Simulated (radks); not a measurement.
Co2+, configuration [Ar] 3d7. All-electron calculation, non-relativistic Kohn-Sham, TPSS, spin-polarised, spherical densities, point nucleus; open shells are filled with parallel spins first; meta-GGA in the generalised Kohn-Sham scheme. Program: a radial shooting solver on a logarithmic mesh with Libxc functionals.

Local quantities along the radius. ELF = 1/(1 + alpha^2) is the electron localisation function; alpha = (tau - tau_W)/tau_unif compares the Pauli kinetic energy density with that of the uniform gas (summed over spins); -r V(r) is the screened charge that the Kohn-Sham potential of spin up presents (atomic units); 4 pi r^2 rho is in e/bohr; s = |grad rho|/(2 (3 pi^2)^(1/3) rho^(4/3)) is the reduced gradient.

r (bohr),ELF,alpha,-r V(r),4 pi r^2 rho,s
0.003621,1.000,0.01659,26.78,1.812,0.3923
0.004715,1.000,0.01796,26.67,2.896,0.4000
0.006189,1.000,0.02000,26.51,4.608,0.4105
0.008059,0.999,0.02294,26.32,7.064,0.4241
0.01049,0.999,0.02743,26.06,10.51,0.4424
0.01377,0.999,0.03494,25.73,15.18,0.4679
0.01793,0.998,0.04751,25.32,20.59,0.5017
0.02335,0.995,0.07084,24.80,26.17,0.5477
0.03041,0.986,0.1185,24.16,30.62,0.6093
0.03991,0.949,0.2315,23.37,32.44,0.6893
0.05197,0.800,0.5005,22.44,30.79,0.7640
0.06768,0.465,1.073,21.30,27.23,0.7576
0.08812,0.280,1.605,19.94,25.43,0.5569
0.1157,0.406,1.210,18.49,28.65,0.3212
0.1506,0.692,0.6676,16.95,34.58,0.3145
0.1961,0.817,0.4726,15.16,36.00,0.4545
0.2554,0.736,0.5994,13.23,28.61,0.6609
0.3352,0.304,1.512,11.18,17.94,0.7620
0.4365,0.213,1.923,9.310,14.53,0.3494
0.5684,0.597,0.8221,7.550,17.57,0.2295
0.746,0.779,0.5322,5.866,17.91,0.4190
0.9714,0.727,0.6132,4.429,12.53,0.6589
1.265,0.499,1.003,3.527,6.238,0.9830
1.647,0.203,1.983,2.950,2.361,1.459
2.162,0.054,4.178,2.554,0.6948,2.265
2.815,0.012,9.223,2.441,0.1652,3.930
3.666,0.001,26.86,2.337,0.02549,8.463
4.773,0.000,124.8,2.167,0.001991,23.48

On this mesh the ELF has minima near r = 0.088, 0.38 bohr, which separate the shells, and maxima near 0.20 (0.82), 0.75 (0.78).
